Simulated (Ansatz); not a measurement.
System: sum formula SnH3F, net charge 0, singlet state. 
Coordinates optimised at B3LYP-D3(BJ)/def2-TZVP (Ansatz, a first-principles code):
```xyz
5

F      1.6041    -0.2911     0.4041
Sn    -0.2491     0.0452    -0.0628
H     -0.2109     1.4949    -0.9596
H     -0.7176    -1.3174    -0.9745
H     -1.0525     0.1821     1.4351
```

Basis-set convergence of Hartree-Fock and MP2 correlation energies (hartree) with Ansatz. Valence correlation only, unless marked. No spin-orbit coupling. Frozen are the shells of the preceding noble gas and the d and f shells that filled before the atom's block. In def2 rows, elements after Kr have scalar-relativistic effective core potentials.

| basis | functions | E(HF) | E(corr, MP2) |
|---|---|---|---|
| def2-SVP | 55 | -314.44425 | -0.28271 |
| def2-TZVPP | 123 | -314.58759 | -0.37379 |
| def2-QZVPP | 229 | -314.59529 | -0.40786 |

Extrapolating the two largest sets (X = 3 and 4) as X^-3: E(corr) = (64·(-0.40786) - 27·(-0.37379))/37 = -0.4327 Eh, an estimate of the basis-set limit. The largest set recovers 94.3 % of it, the smallest 65.3 %.
